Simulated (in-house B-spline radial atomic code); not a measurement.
**RPA and G0W0 on PBE: the copper ion Cu⁺**

Configuration [Ar] 3d10, mean-field start PBE. Computed with an all-electron radial atomic-structure program (B-spline basis): all electrons, non-relativistic, point nucleus, each spin shell either full or empty, empty states to l = 9 with an (l + 1/2)⁻⁴ tail; G0W0 by contour deformation at full frequency.

Command:
```bash
python run_gw.py task.json out
```
Settings (radii: box in bohr, nucleus in fm):
```
Z                        29
electrons                28
configuration            [Ar] 3d10
hamiltonian              nr
method                   pbe,pbe
lmax                     9
spin_polarised           False
box_radius               23.78
intervals                53
```

Cost of the run: 2.4 s on 1 thread of Arm Neoverse N1 (shared host).

Energies (hartree):

| term | value |
| --- | --- |
| mean-field total | -1639.99951 |
| Hartree-Fock functional on these orbitals | -1638.69342 |
| direct second order | -2.8223 |
| second-order exchange | 0.78241 |
| SOSEX correction | 0.67548 |

Question: What is the RPA correlation energy, and what remains with SOSEX?

Answer: RPA gives -2.1801 hartree (-2.12 eV per electron); RPA + SOSEX gives -1.5047, and the second-order doubles -2.0399 hartree (no singles). SOSEX takes back 31 % of the RPA value.

Quasi-particle levels (eV):

```tsv
level	occupied	mean field	Σx - vxc	Σc	QP weight	G0W0
3d	yes	-13.752	-10.26	?	?	?
4s	no	-11.588	5.46	-1.77	0.928	-7.894
```

G0W0 = mean field + (Σx - vxc) + Σc, with Σc (partial-wave tail included) taken at the quasi-particle energy. Only the outer levels were computed. Levels of low weight are left out.

Question: Where does G0W0 put 3d?

Answer: At -20.030 eV, with Σc = 3.98 eV and a quasi-particle weight of 0.738. The tabulated removal energy is 20.292 eV (NIST, measured); the calculation leaves out relativity, Breit and QED terms, and what these don't explain is the method's own error.
